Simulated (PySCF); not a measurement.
5-fluorofuran-3-one (C₄H₃FO₂), SMILES O=C1C=C(F)OC1. Heavy atoms are numbered as in [O:1]=[C:2]1[CH:3]=[C:4]([F:5])[O:6][CH2:7]1. Hydrogens are named by the atom that carries them.

Coordinates come from a PBE0-D3(BJ)/def2-SVP optimisation. The values are those of a single conformer.

These are B3LYP/def2-TZVP in PySCF values and carry that method's errors.

ESP charges are fitted to the potential on shells at 1.4 to 2.0 van der Waals radii. Atomic charges (e), one atom of each kind:

```json
[
 {"atom": "O1", "Mulliken": "-0.30", "ESP fit": "-0.54", "IAO": "-0.45"},
 {"atom": "C2", "Mulliken": "0.14", "ESP fit": "0.64", "IAO": "0.36"},
 {"atom": "C3 (CH)", "Mulliken": "-0.27", "ESP fit": "-0.60", "IAO": "-0.35"},
 {"atom": "C4", "Mulliken": "0.38", "ESP fit": "0.56", "IAO": "0.55"},
 {"atom": "F5", "Mulliken": "-0.14", "ESP fit": "-0.15", "IAO": "-0.22"},
 {"atom": "O6", "Mulliken": "-0.23", "ESP fit": "-0.24", "IAO": "-0.32"},
 {"atom": "C7 (CH2)", "Mulliken": "0.00", "ESP fit": "-0.24", "IAO": "-0.11"},
 {"atom": "H on C3", "Mulliken": "0.15", "ESP fit": "0.24", "IAO": "0.18"},
 {"atom": "H on C7", "Mulliken": "0.13", "ESP fit": "0.17", "IAO": "0.18"}
]
```

Q: Give the Mayer and Wiberg (Löwdin basis) orders of the bonds. (Estimate from the structure and the level; the computed values follow.)

A: 
```csv
bond,Mayer,Wiberg
O1–C2,2.05,2.64
C2–C3,1.08,1.29
C3–C4,1.59,1.74
C4–F5,1.15,1.87
C4–O6,1.21,1.69
C2–C7,0.97,1.11
O6–C7,0.88,1.32
```
